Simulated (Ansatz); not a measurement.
Input (CCSDT(Q)/def2-SVP; Ansatz, a quantum-chemistry and plane-wave program):

Ansatz 0.2 input:
```yaml
crystal:
  periodic: [false, false, false]
  atoms:
    - {symbol: Sb, position_ang: [-0.35791443, 0.03637114, 0.40369837]}
    - {symbol: F, position_ang: [-0.50922489, 1.64557635, -0.64636599]}
    - {symbol: Cl, position_ang: [1.34333296, -0.98030091, -0.86890133]}
basis:
  gaussian:
    orbitals: def2-SVP
magnetization: {spin_polarized: true, initial_magnetization: 1}
correlation: {method: ccsdt_q, electrons: outside_noble_gas}
```

Output:

```
Functional definition: HF
integrals: 0.07 GiB planned
1111 factors; integrals over basis functions are off by at most 9.6e-8 eV
mean field: 0.33 GiB planned
mean field evaluation 1: about -21713.0032 eV, gradient 2.1e1 eV
mean field evaluation 2: about -21713.1036 eV, gradient 2.1e1 eV
mean field evaluation 4: about -21715.0636 eV, gradient 1.6e0 eV
mean field evaluation 8: about -21715.1045 eV, gradient 2.7e-1 eV
mean field evaluation 16: about -21715.1061 eV, gradient 6.7e-6 eV
mean field evaluation 32: about -21712.0251 eV, gradient 1.3e-1 eV
mean field evaluation 64: about -21712.0264 eV, gradient 3.2e-2 eV
mean field -21715.10609917 eV, -798.0154301171 hartree, gradient 6.7e-6 eV, S^2 0.764748; 1 other end points of the search recorded, 0 dependent functions left out
determinant -21715.10609917 eV, -798.0154301171 hartree, with singles and doubles -21726.31905677 eV, -798.4274987081 hartree
determinant -21712.02649394 eV, -797.9022567122 hartree, with singles and doubles -21723.48117924 eV, -798.3232086327 hartree
15 core orbitals not correlated
reference -21715.10609917 eV, -798.0154301171 hartree; 10, 9 occupied and 33, 34 virtual orbitals, 1111 factors
second order -10.62823322 eV of doubles, -0.00000000 eV of singles
coupled cluster: 1.49 GiB planned
cycle   1  -10.86171465 eV  change   -2.3e-1 eV  update   1.0e-1
cycle   2  -11.21210173 eV  change   -3.5e-1 eV  update   6.1e-2
cycle   3  -11.47713429 eV  change   -2.7e-1 eV  update   2.9e-2
cycle   4  -11.49174800 eV  change   -1.5e-2 eV  update   1.2e-2
cycle   5  -11.47437894 eV  change    1.7e-2 eV  update   6.4e-3
cycle   6  -11.47473841 eV  change   -3.6e-4 eV  update   2.9e-3
cycle   7  -11.47702935 eV  change   -2.3e-3 eV  update   1.4e-3
cycle   8  -11.47730294 eV  change   -2.7e-4 eV  update   6.6e-4
cycle   9  -11.47703398 eV  change    2.7e-4 eV  update   2.8e-4
cycle  10  -11.47715116 eV  change   -1.2e-4 eV  update   1.3e-4
cycle  11  -11.47702639 eV  change    1.2e-4 eV  update   6.5e-5
cycle  12  -11.47700269 eV  change    2.4e-5 eV  update   3.7e-5
cycle  13  -11.47701222 eV  change   -9.5e-6 eV  update   1.6e-5
cycle  14  -11.47701256 eV  change   -3.4e-7 eV  update   9.7e-6
cycle  15  -11.47700289 eV  change    9.7e-6 eV  update   6.4e-6
cycle  16  -11.47700151 eV  change    1.4e-6 eV  update   3.7e-6
cycle  17  -11.47700209 eV  change   -5.8e-7 eV  update   2.1e-6
perturbative correction -0.02966117 eV, -0.0010900277 hartree
Total energy: -21726.61276243 eV, -798.4382921924 hartree
```
